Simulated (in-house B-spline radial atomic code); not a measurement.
## Excitations of the gallium ion Ga⁺ by several methods

Full response, energies in eV; labels give the largest channel, * marks a mixed state, a dash one above the method's threshold, and an imaginary frequency an unstable closed-shell reference. Computed with a B-spline radial code for spherical atoms: linear response of the closed shell [Ar] 3d10 4s2 with each method's own kernel (bare exchange for TDHF, static screening on G0W0 levels for BSE, the adiabatic kernel for functionals); non-relativistic, point nucleus, no spin-orbit coupling, no double excitations, S, P, D and F terms only; shells from n = 2 respond. Only terms of natural parity with L up to 3 were computed.

Without relativity these are model numbers for so heavy an element.

```json
{"method": "TDHF", "4s → 4p 3P": "3.784", "4s → 4p 1P": "7.754", "4s → 5s 3S": "11.166", "α (bohr³)": "22.52"}
{"method": "BSE on G0W0@HF", "4s → 4p 3P": "5.407", "4s → 4p 1P": "8.589", "4s → 5s 3S": "12.535", "α (bohr³)": "19.23"}
{"method": "LDA VWN5", "4s → 4p 3P": "6.110", "4s → 4p 1P": "8.738", "4s → 5s 3S": "12.417", "α (bohr³)": "17.69"}
{"method": "PBE", "4s → 4p 3P": "5.737", "4s → 4p 1P": "8.560", "4s → 5s 3S": "11.918", "α (bohr³)": "18.47"}
{"method": "PBE0", "4s → 4p 3P": "?", "4s → 4p 1P": "?", "4s → 5s 3S": "?", "α (bohr³)": "?"}
{"method": "B3LYP (VWN-RPA)", "4s → 4p 3P": "5.747", "4s → 4p 1P": "8.545", "4s → 5s 3S": "12.109", "α (bohr³)": "18.5"}
{"method": "CAM-B3LYP", "4s → 4p 3P": "5.614", "4s → 4p 1P": "8.470", "4s → 5s 3S": "12.165", "α (bohr³)": "18.74"}
{"method": "LC-wPBE", "4s → 4p 3P": "5.029", "4s → 4p 1P": "8.190", "4s → 5s 3S": "12.190", "α (bohr³)": "19.87"}
{"method": "wB97X", "4s → 4p 3P": "6.288", "4s → 4p 1P": "8.437", "4s → 5s 3S": "12.284", "α (bohr³)": "18.8"}
{"method": "HSE06", "4s → 4p 3P": "5.492", "4s → 4p 1P": "8.412", "4s → 5s 3S": "12.093", "α (bohr³)": "19.11"}
{"method": "BHandHLYP", "4s → 4p 3P": "5.340", "4s → 4p 1P": "8.307", "4s → 5s 3S": "11.990", "α (bohr³)": "19.6"}
{"method": "BLYP", "4s → 4p 3P": "5.968", "4s → 4p 1P": "8.698", "4s → 5s 3S": "12.017", "α (bohr³)": "17.84"}
{"method": "PBEsol", "4s → 4p 3P": "5.698", "4s → 4p 1P": "8.568", "4s → 5s 3S": "12.031", "α (bohr³)": "18.43"}
{"method": "BP86", "4s → 4p 3P": "5.734", "4s → 4p 1P": "8.608", "4s → 5s 3S": "12.250", "α (bohr³)": "18.26"}
{"method": "LDA exchange-only", "4s → 4p 3P": "5.362", "4s → 4p 1P": "8.578", "4s → 5s 3S": "11.385", "α (bohr³)": "18.25"}
{"method": "B97-1", "4s → 4p 3P": "5.969", "4s → 4p 1P": "8.413", "4s → 5s 3S": "11.898", "α (bohr³)": "19.13"}
{"method": "RPBE", "4s → 4p 3P": "?", "4s → 4p 1P": "?", "4s → 5s 3S": "?", "α (bohr³)": "?"}
{"method": "OLYP", "4s → 4p 3P": "5.263", "4s → 4p 1P": "8.341", "4s → 5s 3S": "11.402", "α (bohr³)": "19.49"}
```

(1) What does PBE0 give?

(2) What does RPBE give?

(3) How do the methods fare for 4s → 4p 3P against experiment?

(4) How do the methods fare for 4s → 4p 1P against experiment?

Results:

(1) 4s → 4p 3P: 5.377; 4s → 4p 1P: 8.344; 4s → 5s 3S: 11.929; α: 19.44 (eV, bohr³).

(2) 4s → 4p 3P: 5.530; 4s → 4p 1P: 8.437; 4s → 5s 3S: 11.692; α: 19.03 (eV, bohr³).

(3) The measured term average is 5.987 eV (NIST). Among the methods with a real root, errors run from -2.20 eV (TDHF) to +0.30 eV (wB97X); B97-1 is closest (-0.02 eV), with relativity left out.

(4) The measured term average is 8.766 eV (NIST). Among the methods with a real root, errors run from -1.01 eV (TDHF) to -0.03 eV (LDA VWN5); LDA VWN5 is closest (-0.03 eV), with relativity left out.
